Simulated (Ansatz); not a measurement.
Relaxation of C2H8FNOSSi (15 atoms, charge 0, multiplicity 1), to a largest force component of 0.015 eV/Å in at most 40 steps.

Level of theory: Ansatz 0.2.0, RKS BLYP-D4/def2-SVP.

```xyz
15
Properties=species:S:1:pos:R:3:forces:R:3
C -0.901 -1.834 0.579 -1.68 3.12 0.05
O 0.003 -1.540 -0.449 0.21 0.02 -0.61
Si 0.527 0.003 -0.715 2.16 -0.30 0.90
N 1.820 0.239 0.496 -4.56 -1.45 1.12
F 1.406 -0.009 -2.080 -0.17 -0.10 -1.16
C -0.684 1.384 -0.787 -1.14 -0.62 -0.51
S -1.318 1.796 0.861 -1.89 0.06 0.46
H -1.064 -2.854 0.619 -0.39 -2.86 0.16
H -1.910 -1.314 0.364 0.77 -0.65 0.33
H -0.598 -1.447 1.572 0.25 -0.05 0.12
H 2.443 0.840 0.120 3.30 2.82 -1.44
H 2.230 -0.664 0.613 0.76 -1.02 0.35
H -1.570 1.127 -1.452 0.60 0.18 0.57
H -0.250 2.283 -1.181 0.60 0.83 -0.79
H -0.158 1.941 1.470 1.17 0.02 0.45
```

Q: Where does it end, and by what steps?

A: It converged. After 14 steps the energy has fallen by 0.828 eV; H9 moved furthest, 0.56 Å.

```json
{"step": "0", "energy less start (eV)": "0.0000", "largest force component (eV/Å)": "4.562", "accepted": "yes"}
{"step": "1", "energy less start (eV)": "-0.6652", "largest force component (eV/Å)": "1.418", "accepted": "yes"}
{"step": "2", "energy less start (eV)": "-0.7655", "largest force component (eV/Å)": "0.436", "accepted": "yes"}
{"step": "3", "energy less start (eV)": "-0.7875", "largest force component (eV/Å)": "0.311", "accepted": "yes"}
{"step": "4", "energy less start (eV)": "-0.8042", "largest force component (eV/Å)": "0.431", "accepted": "yes"}
{"step": "5", "energy less start (eV)": "-0.8038", "largest force component (eV/Å)": "0.431", "accepted": "no"}
{"step": "6", "energy less start (eV)": "-0.8129", "largest force component (eV/Å)": "0.137", "accepted": "yes"}
{"step": "7", "energy less start (eV)": "-0.8182", "largest force component (eV/Å)": "0.081", "accepted": "yes"}
{"step": "8", "energy less start (eV)": "-0.8204", "largest force component (eV/Å)": "0.230", "accepted": "yes"}
{"step": "9", "energy less start (eV)": "-0.8239", "largest force component (eV/Å)": "0.118", "accepted": "yes"}
{"step": "10", "energy less start (eV)": "-0.8259", "largest force component (eV/Å)": "0.057", "accepted": "yes"}
{"step": "11", "energy less start (eV)": "-0.8274", "largest force component (eV/Å)": "0.065", "accepted": "yes"}
{"step": "12", "energy less start (eV)": "-0.8279", "largest force component (eV/Å)": "0.045", "accepted": "yes"}
{"step": "13", "energy less start (eV)": "-0.8282", "largest force component (eV/Å)": "0.020", "accepted": "yes"}
{"step": "14", "energy less start (eV)": "-0.8282", "largest force component (eV/Å)": "0.008", "accepted": "yes"}
```

```xyz
15
Properties=species:S:1:pos:R:3
C -0.899 -1.858 0.678
O -0.247 -1.454 -0.528
Si 0.548 -0.024 -0.814
N 1.731 0.235 0.425
F 1.185 -0.225 -2.313
C -0.557 1.501 -0.901
S -1.430 1.862 0.705
H -1.235 -2.907 0.555
H -1.778 -1.217 0.897
H -0.213 -1.807 1.553
H 2.267 1.107 0.437
H 2.323 -0.548 0.719
H -1.357 1.322 -1.647
H 0.006 2.394 -1.244
H -0.366 1.569 1.508
```

Time of the run: 63 s on 2 threads of Intel(R) Xeon(R) Platinum 8259CL CPU @ 2.50GHz (Skylake/Cascade Lake), with other jobs on the host, peak memory 0.25 GiB.
